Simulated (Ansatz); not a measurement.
## A barrier at the coupled-cluster level

Start structure (SnH$_{5}$SBr, closed shell), relaxed at PBE0-D4/def2-TZVP:

Sn1  (-1.021, -1.045, 0.044)
Br2  (1.192, -1.513, 1.098)
H3  (-0.745, -0.900, -1.623)
H4  (-1.971, -2.408, 0.423)
H5  (-1.617, 0.368, 0.772)
H6  (1.921, 0.972, -0.312)
S7  (1.219, 2.003, -0.811)
H8  (1.023, 2.524, 0.409)
(Å)

The step: SnH₃Br ([Br][SnH3]) + H₂S → SnH₄S ([SH][SnH3]) + HBr; bonds formed: Sn1–S7, Br2–H6; bonds broken: Sn1–Br2, H6–S7. Ansatz 0.2.0; basis: def2-TZVPP and def2-QZVPP; cores frozen in the correlated methods. Filled d shells of the heavier atoms are correlated. Core potentials replace the inner electrons of the atoms past krypton. The def2 sets are not built for correlating such inner shells, so the correlated values are less sure here. Extrapolation: Hartree–Fock as exp(−7.88 √X), correlation as X^−2.97. Energies below are by CCSD(T) at an estimated basis limit (MP2 extrapolated from triple and quadruple zeta, plus CCSD(T) − MP2 in triple zeta).

(1) What are the electronic barrier and the energy of the step, from the start structure to the end structure? (Judge from chemistry; the value comes from the calculation.)

The T1 diagnostic stays at or below 0.012.

Answers

(1) Computed: Barrier 111.7 kJ/mol; step energy 43.7 kJ/mol (uphill); reverse barrier, their difference, 68.0 kJ/mol. Barrier and step energy count from the start structure, the reverse barrier from the end structure.

The saddle point: One imaginary mode of 196i cm⁻¹.
| pair | start (Å) | saddle (Å) | end (Å) |
| --- | --- | --- | --- |
| Sn1–S7 | 3.88 | 2.66 | 2.43 |
| Br2–H6 | 2.95 | 1.99 | 1.45 |
| Sn1–Br2 | 2.50 | 2.93 | 4.23 |
| H6–S7 | 1.34 | 1.44 | 2.26 |

Zero-point energy (harmonic, PBE0-D4): ZPE is 98.8 kJ/mol at the start and 97.6 kJ/mol at the saddle, so the barrier goes from 111.7 to 110.4 kJ/mol.

Exchanges of this kind with a chalcogen hydride build sulfide and selenide films.

Labels in which every atom is bracketed show which atoms are joined, not bond orders.

For scale, one of the runs: CCSD(T)/def2-TZVPP, 210 basis functions, launched by `ansatz run in.yaml --threads 4 --pin off --events-out ev --progress --plain --max-ram 9574MiB`. The run took 2.2 min on 4 CPU threads of an Arm Neoverse V1 (shared host), with 3.1 GiB of host memory at its peak.
